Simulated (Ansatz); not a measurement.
H₆NSi₂, doublet, at a GFN2-xTB geometry. Base run: CCSD(T)/3-21G run with Ansatz (a program for electronic structure).

The Ansatz input:
Ansatz 0.2 input:
```yaml
crystal:
  periodic: [false, false, false]
  atoms:
    - {symbol: Si, position_ang: [1.53770198, -0.33145031, -0.39598930]}
    - {symbol: N, position_ang: [0.16585861, 0.52325385, 0.24034041]}
    - {symbol: Si, position_ang: [-1.50779748, 0.09043128, 0.19652068]}
    - {symbol: H, position_ang: [1.22171949, -1.75178345, -0.39037341]}
    - {symbol: H, position_ang: [2.69248757, 0.05722865, 0.40981892]}
    - {symbol: H, position_ang: [0.35719161, 1.47792775, 0.49780482]}
    - {symbol: H, position_ang: [-1.63303918, -1.25380140, 0.76017233]}
    - {symbol: H, position_ang: [-2.02039665, 0.09245924, -1.17871708]}
    - {symbol: H, position_ang: [-2.19763622, 1.08945876, 1.01147203]}
basis:
  gaussian:
    orbitals: 3-21G.json
magnetization: {spin_polarized: true, initial_magnetization: 1}
correlation: {method: ccsd_t}
```
The basis file holds 3-21G in the JSON format of the Basis Set Exchange.

The base run was repeated with changes; each row names its change, and settings that it needs were set with it.

```
change                         ΔE vs base (mEh)  MP2 correlation (Eh)  CC correlation without the perturbative part (Eh)  basis functions
-----------------------------  ----------------  --------------------  -------------------------------------------------  ---------------
base                                      0.000              -0.20572                                           -0.24163               47
diis_vectors = 4                          0.000              -0.20572                                           -0.24163               47
diis_vectors = 2                          0.000              -0.20572                                           -0.24163               47
method = ccsd                             5.377              -0.20572                                           -0.24163               47
lower_state_search = off                  0.000              -0.20572                                           -0.24163               47
method = bccd_t                          -0.025              -0.20572                                           -0.24098               47
method = mp2                                  ?              -0.20572                                                  -               47
electrons = outside_noble_gas             0.000              -0.20572                                           -0.24163               47
method = bccd                             6.024              -0.20572                                           -0.24098               47
method = rpa                                  ?                     -                                                  -               47
```

**Question.** Complete the blanks.

**Answer.** 
- method = mp2, ΔE vs base (mEh): 41.287
- method = rpa, ΔE vs base (mEh): -9.371
